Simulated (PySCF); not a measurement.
Two-component Hartree-Fock for Cs³⁸⁺ (caesium, charge +38)

Start: [Ne] 3s2 3p5; 3p1/2 filled at m_j = +1/2; 3p3/2 filled at m_j = -3/2, -1/2, +1/2, +3/2. Calculated with PySCF 2.14 in an even-tempered Gaussian basis (19 s from 7.7 bohr⁻², ratio 2.4; 14 p from 10 bohr⁻², ratio 2.4; 4 d from 39 bohr⁻², ratio 2.6; 4 f from 58 bohr⁻², ratio 2.6): generalised Hartree-Fock with the X2C-1e Hamiltonian and a Gaussian nucleus; one run each with spin-orbit coupling (SO) screened by Boettger's factors, then bare. This is a chosen level, not necessarily the ground level.

| spinor shell | electrons | ε, screened SO (eV) | ε, bare SO (eV) | weight of nominal j (bare SO) | rms radius, bare SO (bohr) |
| --- | --- | --- | --- | --- | --- |
| 1s1/2 | 2 | -38342.7 | -38342.5 | 1.000 | 0.0298 |
| 2s1/2 | 2 | -7880.9 | -7880.9 | 1.000 | 0.120 |
| 2p1/2 | 2 | -7541.3 | -7551.8 | 1.000 | 0.103 |
| 3s1/2 | 2 | -2990.0 | -2990.0 | 1.000 | 0.291 |
| 3p1/2 | 1 | -2865.0 | -2867.5 | 1.000 | 0.279 |
| 3p3/2 | 4 | -2771.8 | -2770.8 | 1.000 | 0.289 |

Where does 2p3/2 lie, and what is the 2p spin-orbit splitting (bare SO)?

At -7179.6 eV, 372.14 eV above 2p1/2.

```json
{"quantity": "E (hartree)", "screened SO": "-6587.29607", "bare SO": "-6587.42264"}
{"quantity": "M_J", "screened SO": "1/2", "bare SO": "1/2"}
{"quantity": "⟨J²⟩", "screened SO": "0.751", "bare SO": "0.751"}
{"quantity": "⟨L²⟩", "screened SO": "2.012", "bare SO": "2.013"}
{"quantity": "⟨S²⟩", "screened SO": "0.761", "bare SO": "0.762"}
```

Each row is a mean over spinors that exchange with the open shell spreads, by up to 13.173 eV (2p1/2).

Breit and QED terms are absent; they matter most for the inner s and p1/2 levels.

Densities and radii are taken from the X2C orbitals without a picture-change correction, which distorts them close to the nucleus.
